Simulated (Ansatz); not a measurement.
The cluster B4P4⁻, relaxed as a doublet with UKS B3LYP-D4/def2-SVPD in Ansatz, starting from the GFN1-xTB geometry. Force threshold 0.02 eV/Å.

The relaxation made no stability test and no search for a lower SCF solution. Another isomer (doublet) lies 1.28 eV lower at PBE0-D4/def2-TZVPD; other spin states weren't run for this one.

Start:

```xyz
8

B    -0.7754   -0.9504    0.3298
B    -0.6133    0.5078    1.0497
B     0.9917    0.1339    1.2515
B     0.1736    0.5867   -1.0220
P     1.9714    0.0414   -0.4562
P    -1.5237   -0.2848   -1.3955
P    -1.3149    1.6855   -0.3714
P     1.0906   -1.7200    0.6142
```

Problem. Estimate the energy that the relaxation releases and the steps that it takes.

Solution. 120.8 kJ/mol, in 12 steps; 2.3 min on 4 threads of Arm Neoverse N1 on a shared host. No frequencies were taken in this run, so the end may be a saddle point.

Problem. Does the start keep its bonding?

Solution. Bonds formed: B1–B3, B1–B4, B2–B4, B3–B4 (atoms count from 1).

Problem. Predict the relaxed structure.

Solution. 
```xyz
8

B    -0.540   -0.896    0.248
B    -0.687    0.672    0.993
B     0.763    0.008    1.097
B     0.147    0.545   -0.709
P     2.011    0.060   -0.488
P    -1.546   -0.364   -1.280
P    -1.298    1.791   -0.443
P     1.150   -1.817    0.581
```
Bond lengths: 8 × B–P 1.91 to 2.02 Å; 6 × B–B 1.60 to 1.98 Å; 2 × P–P 2.32 to 2.33 Å.
